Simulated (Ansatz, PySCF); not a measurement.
This PySCF input computes a CAM-B3LYP/def2-TZVPD energy:

```python
from pyscf import gto, scf, dft

mol = gto.M(
    atom='''
    N    -0.00000000    0.00000000   -0.00000000
    H     1.02518092   -0.02305353   -0.01265764
    H    -0.49240386    0.89923605    0.02450653
    H    -0.53277706   -0.87618252   -0.01184889
    ''',
    basis='def2-tzvpd',
    charge=1,
    spin=1,
    verbose=4,
)

mf = dft.UKS(mol, xc='camb3lyp').density_fit(auxbasis='def2-universal-jkfit')
mf.grids.level = 3
mf.conv_tol = 1e-9
mf.max_cycle = 100
mf.max_memory = 1500
mf.kernel()
if not mf.converged:
    mf = mf.newton()
    mf.kernel(mf.make_rdm1())
for _ in range(2):
    mo, _, stable, _ = mf.stability(return_status=True)
    if stable:
        break
    mf.kernel(mf.make_rdm1(mo, mf.mo_occ))
mf.analyze()
```

Q: Write an input for the same energy in Ansatz (an electronic-structure program) and say what it gives.

A: 
Ansatz 0.2 input:
```yaml
crystal:
  periodic: [false, false, false]
  atoms:
    - {symbol: N, position_ang: [-0.00000000, 0.00000000, -0.00000000]}
    - {symbol: H, position_ang: [1.02518092, -0.02305353, -0.01265764]}
    - {symbol: H, position_ang: [-0.49240386, 0.89923605, 0.02450653]}
    - {symbol: H, position_ang: [-0.53277706, -0.87618252, -0.01184889]}
basis:
  gaussian:
    orbitals: def2-TZVPD
hamiltonian:
  xc: {name: CAM-B3LYP}
total_charge: 1
magnetization: {spin_polarized: true, initial_magnetization: 1}
output: {forces: true}
```
It gives -56.18171 Eh, and PySCF -56.18175 Eh, a difference of 0.04 mEh, from the treatment of integrals and grids.
